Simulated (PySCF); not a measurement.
C2H8N, charge +1, singlet, geometry from GFN2-xTB; BLYP/STO-3G run with PySCF.

Here is a job for PySCF.
```python
from pyscf import gto, scf, dft

mol = gto.Mole()
mol.atom = '''
    C    -0.02333821   -0.27178422    1.23058526
    N     0.03459018    0.54534707    0.00080941
    C    -0.01095720   -0.26891545   -1.23138777
    H     0.81917921   -0.96023702    1.25829085
    H     0.01259112    0.36354745    2.11314052
    H    -0.94632669   -0.84824181    1.24954279
    H     0.89993071    1.10048027    0.00580798
    H     0.83180433   -0.95731169   -1.25222260
    H     0.03383921    0.36847078   -2.11205406
    H    -0.93370156   -0.84531649   -1.26097066
    H    -0.75367517    1.20537707   -0.00238562
'''
mol.basis = 'sto-3g'
mol.charge = 1
mol.verbose = 4
mol.build()

mf = dft.RKS(mol)
mf.xc = 'blyp'
mf.DIIS = scf.ADIIS
mf.kernel()
```

### Question
What does PySCF print? Leave out banner, timings and long lists.

### Answer

```
PySCF version 2.14.0

[INPUT] verbose = 4
[INPUT] num. atoms = 11
[INPUT] num. electrons = 26
[INPUT] charge = 1
[INPUT] spin (= nelec alpha-beta = 2S) = 0
[INPUT] symmetry False subgroup None
[INPUT] Mole.unit = angstrom
[INPUT] Symbol           X                Y                Z      unit          X                Y                Z       unit  Magmom
[INPUT]  1 C     -0.023338210000  -0.271784220000   1.230585260000 AA   -0.044102825138  -0.513597740779   2.325469114327 Bohr   0.0
[INPUT]  2 N      0.034590180000   0.545347070000   0.000809410000 AA    0.065365966799   1.030556605134   0.001529563222 Bohr   0.0
[INPUT]  3 C     -0.010957200000  -0.268915450000  -1.231387770000 AA   -0.020706107092  -0.508176551164  -2.326985638439 Bohr   0.0
[INPUT]  4 H      0.819179210000  -0.960237020000   1.258290850000 AA    1.548024353838  -1.814584982469   2.377825091546 Bohr   0.0
[INPUT]  5 H      0.012591120000   0.363547450000   2.113140520000 AA    0.023793768402   0.687005113784   3.993256845521 Bohr   0.0
[INPUT]  6 H     -0.946326690000  -0.848241810000   1.249542790000 AA   -1.788298268466  -1.602944708305   2.361293654025 Bohr   0.0
[INPUT]  7 H      0.899930710000   1.100480270000   0.005807980000 AA    1.700622572985   2.079606315787   0.010975491537 Bohr   0.0
[INPUT]  8 H      0.831804330000  -0.957311690000  -1.252222600000 AA    1.571882372927  -1.809056909945  -2.366357760991 Bohr   0.0
[INPUT]  9 H      0.033839210000   0.368470780000  -2.112054060000 AA    0.063946839172   0.696308859105  -3.991203733676 Bohr   0.0
[INPUT] 10 H     -0.933701560000  -0.845316490000  -1.260970660000 AA   -1.764440230479  -1.597416654679  -2.382889198512 Bohr   0.0
[INPUT] 11 H     -0.753675170000   1.205377070000  -0.002385620000 AA   -1.424239658185   2.277832539131  -0.004508168437 Bohr   0.0

nuclear repulsion = 91.8043819095553
number of shells = 17
number of NR pGTOs = 69
number of NR cGTOs = 23
basis = sto-3g
ecp = {}

******** <class 'pyscf.dft.rks.RKS'> ********
method = RKS
initial guess = minao
damping factor = 0
level_shift factor = 0
DIIS = <class 'pyscf.scf.diis.ADIIS'>
diis_start_cycle = 1
diis_space = 8
diis_damp = 0
SCF conv_tol = 1e-09
SCF conv_tol_grad = None
SCF max_cycles = 50
direct_scf = True
direct_scf_tol = 1e-13
XC library pyscf.dft.libxc version 7.1.2
    S. Lehtola, C. Steigemann, M. J. T. Oliveira, and M. A. L. Marques,  SoftwareX 7, 1–5 (2018)
XC functionals = blyp
    A. D. Becke,  Phys. Rev. A 38, 3098 (1988)
    C. Lee, W. Yang, and R. G. Parr,  Phys. Rev. B 37, 785 (1988)
    B. Miehlich, A. Savin, H. Stoll, and H. Preuss,  Chem. Phys. Lett. 157, 200 (1989)
radial grids:
    Treutler-Ahlrichs [JCP 102, 346 (1995); DOI:10.1063/1.469408] (M4) radial grids

becke partition: Becke, JCP 88, 2547 (1988); DOI:10.1063/1.454033
pruning grids: <function nwchem_prune>
grids dens level: 3
symmetrized grids: False
atomic radii adjust function: <function treutler_atomic_radii_adjust>
small_rho_cutoff = 0
Set gradient conv threshold to 3.16228e-05
Initial guess from minao.
tot grids = 120608
init E= -134.088371795616
  HOMO = -0.346016573534268  LUMO = 0.198520482860103  gap/eV = 14.81761
cycle= 1 E= -133.794343538278  delta_E= 0.294  |g|= 0.173  |ddm|= 3.64
  HOMO = -0.545342911122034  LUMO = -0.0539527983448364  gap/eV = 13.37141
cycle= 2 E= -133.794884141348  delta_E= -0.000541  |g|= 0.193  |ddm|=  0.5
  HOMO = -0.541034833910065  LUMO = -0.020413457600013  gap/eV = 14.16683
cycle= 3 E= -133.805052415593  delta_E= -0.0102  |g|= 0.0408  |ddm|= 0.275
  HOMO = -0.544077146431831  LUMO = -0.0284149592574566  gap/eV = 14.03188
cycle= 4 E= -133.80474662753  delta_E= 0.000306  |g|= 0.0534  |ddm|= 0.108
  HOMO = -0.543405232498097  LUMO = -0.0235786533322299  gap/eV = 14.14520
cycle= 5 E= -133.805510140827  delta_E= -0.000764  |g|= 0.005  |ddm|= 0.0552
  HOMO = -0.542965348674479  LUMO = -0.022551713506825  gap/eV = 14.16118
cycle= 6 E= -133.805506166389  delta_E= 3.97e-06  |g|= 0.00643  |ddm|= 0.0132
  HOMO = -0.543081332957585  LUMO = -0.0231869867714548  gap/eV = 14.14705
cycle= 7 E= -133.80551725913  delta_E= -1.11e-05  |g|= 0.000456  |ddm|= 0.00684
  HOMO = -0.543142448076557  LUMO = -0.0232789000067869  gap/eV = 14.14621
cycle= 8 E= -133.805517252723  delta_E= 6.41e-09  |g|= 0.000523  |ddm|= 0.00123
  HOMO = -0.543121835274766  LUMO = -0.0232081449035811  gap/eV = 14.14757
cycle= 9 E= -133.805517326737  delta_E= -7.4e-08  |g|= 6.76e-05  |ddm|= 0.000666
  HOMO = -0.543119555584786  LUMO = -0.0232248340678516  gap/eV = 14.14706
cycle= 10 E= -133.805517326233  delta_E= 5.04e-10  |g|= 8.49e-05  |ddm|= 0.00019
  HOMO = -0.543119662976019  LUMO = -0.0232160390972501  gap/eV = 14.14730
cycle= 11 E= -133.805517328189  delta_E= -1.96e-09  |g|= 1e-05  |ddm|= 0.000108
  HOMO = -0.543119754659606  LUMO = -0.023216517483851  gap/eV = 14.14729
cycle= 12 E= -133.805517328215  delta_E= -2.61e-11  |g|= 3.2e-06  |ddm|= 8.35e-06
  HOMO = -0.543119881199246  LUMO = -0.0232168207217846  gap/eV = 14.14728
Extra cycle  E= -133.805517328215  delta_E= 1.71e-13  |g|= 3.54e-06  |ddm|= 8.65e-06
converged SCF energy = -133.805517328215
```
